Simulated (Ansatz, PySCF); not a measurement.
System: Si₂F₆, charge 0, multiplicity 1. 
Coordinates optimised at B3LYP-D3(BJ)/def2-TZVP (Ansatz, a first-principles code):
```xyz
8

F      1.6046    -1.5923    -0.2008
Si     1.1619    -0.0853    -0.0296
F      1.7497     0.7453    -1.2384
F      1.7944     0.4691     1.3079
Si    -1.1619     0.0853     0.0296
F     -1.6044     1.5910     0.2126
F     -1.7937    -0.4583    -1.3127
F     -1.7506    -0.7548     1.2313
```
Charge 0, spin multiplicity 1.

PBE beside other levels, property by property. Correlated levels leave the core frozen unless marked. Open shells are spin-unrestricted. No spin-orbit coupling. No relativistic terms. CBS(X,Y): correlation extrapolated as X^-3; Hartree-Fock from the larger set. [CCSD(T)-MP2]/basis is that difference in the basis named. Rows marked 298 K are enthalpies with B3LYP-D3(BJ) harmonic zero-point and thermal terms. Atomisation energies are electronic, to ground-state atoms; the column to compare with has the core term from cc-pwCVTZ added, other frozen-core levels have none. Frequencies are from Ansatz or PySCF. The coupled-cluster column (Ansatz) is a level with limits of its own: (a) RI-MP2/CBS(cc-pV(T+d)Z,cc-pV(Q+d)Z)+[CCSD(T)-MP2]/cc-pV(T+d)Z; (b) CCSD(T)/CBS(cc-pV(T+d)Z,cc-pV(Q+d)Z).

| property | PBE/def2-TZVPD (Ansatz) | r2SCAN/def2-TZVPD (Ansatz) | wB97M-V/def2-TZVPD (Ansatz) | RPA@PBE/cc-pV(Q+d)Z (Ansatz) | coupled cluster |
|---|---|---|---|---|---|
| Si-Si bond dissociation enthalpy, 298 K, to F[Si](F)F + F[Si](F)F (kcal/mol) | 77.2 | 77.9 | 86.4 | 81.4 | 87.2 (a) |
| atomisation energy (kcal/mol) | 897.5 | 893.0 | 889.7 | 820.9 | 904.9 (b) |

As the rows show:
- Si-Si bond dissociation enthalpy, 298 K, to F[Si](F)F + F[Si](F)F: PBE lies 10.0 kcal/mol below coupled cluster.
- atomisation energy: PBE lies 7.4 kcal/mol below coupled cluster.
